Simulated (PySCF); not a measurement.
[NbS2]-, triplet: structure and spectrum

These are results of UPBE0 in PySCF with Nb def2-SVPD with ECP28, S def2-SVPD; scalar-relativistic core potentials, no spin–orbit coupling; density-fitted integrals, not measurements.

The structure is a minimum.

```json
{
  "Point group": "C2v",
  "Bond lengths": "Nb–S 2.209 Å (×2)",
  "Bond angles": "S–Nb–S 122.2°",
  "Spin squared ⟨S²⟩": "2.034",
  "Principal quadrupole moments (Buckingham, traceless) about the centre of mass": "-19.96, 8.98, 10.98 D Å",
  "Rotational constants": "0.3906, 0.07046, 0.05969 cm⁻¹",
  "Enthalpy at 298.15 K above 0 K": "12.94 kJ/mol",
  "Zero-point energy": "6.6 kJ/mol",
  "Heat capacity Cp at 298.15 K": "51.9 J/(mol K)",
  "Highest occupied level (α)": "-1.11 eV",
  "Principal polarisabilities": "131.8, 136.9, 160.0 bohr³",
  "Lowest empty level (α)": "1.48 eV",
  "Entropy at 298.15 K and 1 bar (electronic part: spin only)": "304.2 J/(mol K)",
  "Rotational symmetry number": "2",
  "Dipole moment about the centre of mass": "3.70 D"
}
```

Harmonic modes (masses in u: Nb 92.906, S 31.972):
| symmetry | ω (cm⁻¹) | IR (km/mol) | μ (u) | type |
| --- | --- | --- | --- | --- |
| a1 | 122 | 1.6 | 37.92 | bend |
| a1 | 487 | 32.8 | 35.94 | stretch |
| b2 | 498 | 221 | 41.34 | stretch |

In C2v the vibrations span 2a1 + b2. Here b1 is antisymmetric to the molecular plane and b2 lies in it.

Charges (e); Mulliken and Löwdin values are unreliable with diffuse functions:
```json
{"atom": "Nb1", "Mulliken": "0.49", "Löwdin": "-0.29", "polar tensor": "0.89", "spin (Mulliken)": "2.49", "Mayer order to Nb1": "–"}
{"atom": "S2,3", "Mulliken": "-0.74", "Löwdin": "-0.35", "polar tensor": "-0.94", "spin (Mulliken)": "-0.24", "Mayer order to Nb1": "1.63"}
```

Mulliken populations on Nb1 (electrons outside its core potential): s 2.77, p 6.28, d 3.43, f 0.03.

Formally Nb is in oxidation state +3, d2, with 2 unpaired electrons (the high-spin count). The Mulliken spin on Nb is 2.49. The polar-tensor charge on Nb, 0.89, is far below the formal one.

This need not be the most stable arrangement of these atoms. Other spin states or occupations of the open shell can lie lower. The lowest empty level of this anion is unbound, so it and the gap depend on the basis.

The final relaxation and frequency run took 63 s on 2 threads of a shared Arm Neoverse N1 host, with 88 basis functions and 9 gradients; the process peaked at 0.84 GiB. Launch command: `OMP_NUM_THREADS=2 python axn.py task.json out`.
